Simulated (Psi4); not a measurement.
I2Pb, singlet, at a GFN2-xTB geometry (such geometries of metal compounds can be far from the true shape) (core potentials on I, Pb), with bond 3-1 at 1.6 times its length; TPSS/def2-SV(P) (Psi4).

Input for Psi4:
```
memory 2 GB

molecule {
0 1
Pb   -0.00852880   -0.00721361    0.96279553
I     1.06067820   -1.86389256   -0.74947342
I    -1.67085504    3.00441335   -1.76189293
}

set {
  basis def2-sv(p)
  dft_radial_scheme multiexp
}

energy('tpss')
print_variables()
```

What the program printed (banner, timings and long lists left out):

```
   => Loading Basis Set <=

    Name: DEF2-SV(P)
    Role: ORBITAL
    Keyword: BASIS

    !!!  WARNING: ECP capability is in beta. Please check occupations closely.  !!!

         ---------------------------------------------------------
                                   SCF
               by Justin Turney, Rob Parrish, Andy Simmonett
                          and Daniel G. A. Smith
                              RKS Reference
         ---------------------------------------------------------

  ==> Geometry <==

    Molecular point group: cs
    Full point group: Cs

    Geometry (in Angstrom), charge = 0, multiplicity = 1:

       Center              X                  Y                   Z               Mass
    ------------   -----------------  -----------------  -----------------  -----------------
         PB           0.356530333339    -1.219410704061     0.000000000000   207.976652500000
         I            2.498977431101     0.492969429743     0.000000000000   126.904471900000
         I           -3.083275085331     1.505454679796     0.000000000000   126.904471900000

  Running in cs symmetry.

  Rotational constants: A =      0.03716  B =      0.00766  C =      0.00635 [cm^-1]
  Rotational constants: A =   1114.17325  B =    229.77128  C =    190.48778 [MHz]
  Nuclear repulsion =  230.737825342487781

  Charge       = 0
  Multiplicity = 1
  Electrons    = 72
  Nalpha       = 36
  Nbeta        = 36

  ==> Algorithm <==

  SCF Algorithm Type is DF.
  DIIS enabled.
  MOM disabled.
  Fractional occupation disabled.
  Guess Type is SAD.
  Energy threshold   = 1.00e-06
  Density threshold  = 1.00e-06
  Integral threshold = 1.00e-12

  ==> Primary Basis <==

  Basis Set: DEF2-SV(P)
    Blend: DEF2-SV(P)
    Number of shells: 30
    Number of basis functions: 78
    Number of Cartesian functions: 84
    Spherical Harmonics?: true
    Max angular momentum: 2

  Core potential: DEF2-SV(P)
    Number of shells: 12
    Number of ECP primitives: 76
    Number of ECP core electrons: 116
    Max angular momentum: 3

  ==> DFT Potential <==

   => LibXC <=

    Version 7.1.2
    S. Lehtola, C. Steigemann, M. J. T. Oliveira, and M. A. L. Marques,  SoftwareX 7, 1–5 (2018) (10.1016/j.softx.2017.11.002)

   => Composite Functional: TPSS <=

    TPSS Meta-GGA XC Functional

    J. Tao, et al., Phys. Rev. Lett., 91, 146401, 2003

    Deriv               =              1
    GGA                 =           TRUE
    Meta                =           TRUE

[...]
   @DF-RKS iter  20:  -788.04395934717263   -3.32041e-03   6.47158e-04 ADIIS/DIIS
   @DF-RKS iter  21:  -788.04546961782455   -1.51027e-03   3.36494e-04 ADIIS/DIIS
   @DF-RKS iter  22:  -788.04608528479707   -6.15667e-04   2.27307e-05 DIIS
   @DF-RKS iter  23:  -788.04608696030164   -1.67550e-06   8.34469e-06 DIIS
   @DF-RKS iter  24:  -788.04608719076953   -2.30468e-07   5.57899e-06 DIIS
   @DF-RKS iter  25:  -788.04608736562125   -1.74852e-07   1.25248e-07 DIIS
  Energy and wave function converged.

  ==> Post-Iterations <==

   Electrons on quadrature grid:
      Ntotal   =   71.9999416308 ; deviation = -5.837e-05

    Orbital Energies [Eh]
    ---------------------

    Doubly Occupied:

[...]
    Virtual:

[...]
    Final Occupation by Irrep:
             Ap   App
    DOCC [    25,   11 ]
    NA   [    25,   11 ]
    NB   [    25,   11 ]

  @DF-RKS Final Energy:  -788.04608736562125

   => Energetics <=

    Nuclear Repulsion Energy =            230.7378253424877812
    One-Electron Energy =               -1832.5518661659630197
    Two-Electron Energy =                 873.9302985896504197
    DFT Exchange-Correlation Energy =     -60.1623451317963145
    Empirical Dispersion Energy =           0.0000000000000000
    VV10 Nonlocal Energy =                  0.0000000000000000
    Total Energy =                       -788.0460873656212470

Computation Completed

Properties will be evaluated at   0.000000,   0.000000,   0.000000 [a0]

Properties computed using the SCF density matrix

 Multipole Moments:

 ------------------------------------------------------------------------------------
     Multipole            Electronic (a.u.)      Nuclear  (a.u.)        Total (a.u.)
 ------------------------------------------------------------------------------------

 L = 1.  Multiply by 2.5417464519 to convert [e a0] to [Debye]
 Dipole X            :         15.1033119          -12.7816805            2.3216314
 Dipole Y            :        -46.2305425           43.7161064           -2.5144361
 Dipole Z            :          0.0000000            0.0000000            0.0000000
 Magnitude           :                                                    3.4223327

 ------------------------------------------------------------------------------------

  Variable Map:
  ----------------------------------------------------------------------------
[...]
  Array Variable Map:
  ----------------------------------------------------------------------------
[...]
[...]
```
